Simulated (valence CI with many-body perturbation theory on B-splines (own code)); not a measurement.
Energy levels of Fe²¹⁺

Level of theory: configuration interaction combined with many-body perturbation theory (CI+MBPT): three valence electrons over a frozen Dirac-Fock core [He], a basis of 11 s, 11 p, 10 d, 8 f, 5 g, 2 h functions for each j, with the one-electron correlation potential Σ1 (screened to all orders), the two-electron term Σ2, the three-electron term Σ3, Breit, model QED; selected single and double excitations, second order for the rest, scaled by the run's own slope (own B-spline code, finite nucleus).

No measured levels were compared; by estimate levels of excited configurations hold to 0.05 to 0.15 % of their energy, terms of the ground configuration to about 0.5 %.

Levels 136 to 180 of 205, with energies above the lowest level, (2s^2 2p1/2) J=1/2. "Leading %" is the weight of the configuration and term that name the level; weights of strongly mixed levels are sums over their largest components and can fall short. In the jj column 3d3/2^4 stands for four electrons in 3d with j = 3/2. Lifetimes count E1, E2, E3, M1 and M2 decay at the calculated energies, and are blank where another channel may lead or the interval is too uncertain; long ones can be off by a factor of two.

```
No.  Configuration  Term     J  E (eV)  Leading %      g  Lifetime              Leading jj
136         2s2p4p    ⁴D   1/2  1415.1         74  0.270    599 fs   2s 2p1/2 4p1/2 (98 %)
137         2s2p4p    ⁴D   3/2  1417.6         70  1.308   1.01 ps   2s 2p1/2 4p3/2 (75 %)
138         2s2p4p    ²P   3/2  1419.0         35  1.417    374 fs   2s 2p1/2 4p1/2 (59 %)
139         2s2p4p    ⁴P   1/2  1421.1         82  2.388    832 fs   2s 2p1/2 4p1/2 (49 %)
140         2s2p4p    ⁴D   5/2  1421.2         70  1.395   1.00 ps   2s 2p1/2 4p3/2 (78 %)
141         2s2p4s   ⁴P°   5/2  1421.4         97  1.596    492 fs      2s 2p3/2 4s (97 %)
142         2s2p4p    ²P   1/2  1421.5         52  0.848    244 fs   2s 2p1/2 4p3/2 (47 %)
143         2s2p4p    ²D   3/2  1422.7         58  1.219    281 fs   2s 2p1/2 4p3/2 (78 %)
144         2s2p4d   ⁴F°   3/2  1423.9         76  0.558    313 fs   2s 2p1/2 4d3/2 (96 %)
145         2s2p4s   ²P°   3/2  1424.2         88  1.374    558 fs      2s 2p3/2 4s (98 %)
146         2s2p4d   ⁴F°   5/2  1425.3         52  1.190    180 fs   2s 2p1/2 4d5/2 (81 %)
147         2s2p4d   ⁴P°   5/2  1427.9         33  1.272    217 fs   2s 2p1/2 4d3/2 (52 %)
148         2s2p4d   ⁴F°   7/2  1428.6         62  1.283    180 fs   2s 2p1/2 4d5/2 (78 %)
149         2s2p4d   ⁴D°   3/2  1428.8         51  1.275    116 fs   2s 2p1/2 4d3/2 (48 %)
150         2s2p4d   ⁴D°   1/2  1429.2         81  0.287   94.0 fs   2s 2p1/2 4d3/2 (79 %)
151         2s2p4f    ⁴G   5/2  1429.4         47  0.824    295 fs   2s 2p1/2 4f5/2 (99 %)
152         2s2p4f    ⁴F   7/2  1429.7         30  1.152    299 fs   2s 2p1/2 4f7/2 (99 %)
153         2s2p4d   ²D°   3/2  1430.6         51  0.938    162 fs   2s 2p1/2 4d5/2 (45 %)
154         2s2p4p    ⁴P   3/2  1431.3         42  1.533    480 fs   2s 2p3/2 4p1/2 (94 %)
155         2s2p4d   ²F°   5/2  1431.4         61  1.063    124 fs   2s 2p1/2 4d5/2 (66 %)
156         2s2p4p    ⁴D   7/2  1431.6        100  1.426   1.21 ps  2s 2p3/2 4p3/2 (100 %)
157         2s2p4p    ⁴P   5/2  1431.7         51  1.448    619 fs   2s 2p3/2 4p1/2 (85 %)
158         2s2p4p    ⁴S   3/2  1432.7         39  1.547    374 fs   2s 2p3/2 4p3/2 (92 %)
159         2s2p4f    ⁴F   3/2  1433.0         70  0.588    295 fs   2s 2p1/2 4f5/2 (78 %)
160         2s2p4f    ⁴G   7/2  1433.1         43  1.055    296 fs   2s 2p1/2 4f5/2 (79 %)
161         2s2p4f    ⁴F   5/2  1433.2         34  1.053    295 fs   2s 2p1/2 4f7/2 (55 %)
162         2s2p4f    ⁴G   9/2  1433.2         43  1.227    299 fs   2s 2p1/2 4f7/2 (80 %)
163         2s2p4f    ²D   5/2  1433.8         40  0.940    302 fs   2s 2p1/2 4f5/2 (52 %)
164         2s2p4f    ²G   7/2  1434.0         44  1.135    304 fs   2s 2p1/2 4f7/2 (80 %)
165         2s2p4p    ²D   5/2  1434.6         68  1.286    275 fs   2s 2p3/2 4p3/2 (81 %)
166         2s2p4p    ²S   1/2  1435.8         72  1.800    240 fs   2s 2p3/2 4p3/2 (96 %)
167         2s2p4d   ⁴F°   9/2  1438.6        100  1.332    584 fs  2s 2p3/2 4d5/2 (100 %)
168         2s2p4d   ⁴D°   7/2  1439.5         63  1.355    127 fs   2s 2p3/2 4d5/2 (53 %)
169         2s2p4d   ⁴D°   5/2  1439.9         55  1.326    117 fs   2s 2p3/2 4d3/2 (91 %)
170         2s2p4d   ⁴P°   3/2  1440.4         60  1.503    120 fs   2s 2p3/2 4d3/2 (92 %)
171         2s2p4d   ⁴P°   1/2  1440.5         90  2.402    136 fs   2s 2p3/2 4d3/2 (97 %)
172         2s2p4d   ²D°   5/2  1441.4         50  1.195    144 fs   2s 2p3/2 4d5/2 (91 %)
173         2s2p4d   ²P°   3/2  1442.7         56  1.187    145 fs   2s 2p3/2 4d5/2 (89 %)
174         2s2p4d   ²F°   7/2  1443.7         91  1.163   98.3 fs   2s 2p3/2 4d3/2 (51 %)
175         2s2p4f    ⁴F   7/2  1444.3         45  1.154    295 fs   2s 2p3/2 4f5/2 (95 %)
176         2s2p4f    ⁴F   9/2  1444.4         53  1.257    295 fs   2s 2p3/2 4f7/2 (73 %)
177         2s2p4d   ²P°   1/2  1444.5         90  0.652    123 fs   2s 2p3/2 4d5/2 (95 %)
178         2s2p4f    ⁴F   5/2  1444.6         42  1.090    295 fs   2s 2p3/2 4f5/2 (99 %)
179         2s2p4f    ²F   7/2  1444.8         45  1.176    299 fs   2s 2p3/2 4f7/2 (95 %)
180         2s2p4f    ⁴G  11/2  1444.9        100  1.271    295 fs  2s 2p3/2 4f7/2 (100 %)
```

Where two levels of one J and parity lie close, their mixing, g and order are uncertain.
